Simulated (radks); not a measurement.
Task: The carbon ion C3+, [He] 2s1. Method: non-relativistic Kohn-Sham, exchange-only B88, spin-polarised, spherical densities, point nucleus; computed with a radial shooting solver on a logarithmic mesh with Libxc functionals. Every spin shell is full or empty, so the densities are truly spherical. Functionals are evaluated on that one density, not self-consistently. Rank these orbital-free kinetic functionals by their error against the exact value of the orbitals, and give that value: Thomas-Fermi, von Weizsacker, TF + vW, TF + vW/9, TF + vW/5, LC94, APBEK, revAPBEK, Perdew 92, Thakkar, Pearson, LKT, DePristo-Kress, Ernzerhof.

Result: Exact: 34.7122 hartree. From best to worst, with 100 (|E| - |E exact|)/|E exact| (equal figures are ties): DePristo-Kress -0.10, APBEK +0.31, LC94 +0.36, TF + vW/9 +0.55, Thakkar +0.57, Perdew 92 +0.57, revAPBEK +1.14, Ernzerhof +3.34, Pearson -3.95, von Weizsacker -5.48, TF + vW/5 +8.95, Thomas-Fermi -9.95, LKT +55.87, TF + vW +84.57.
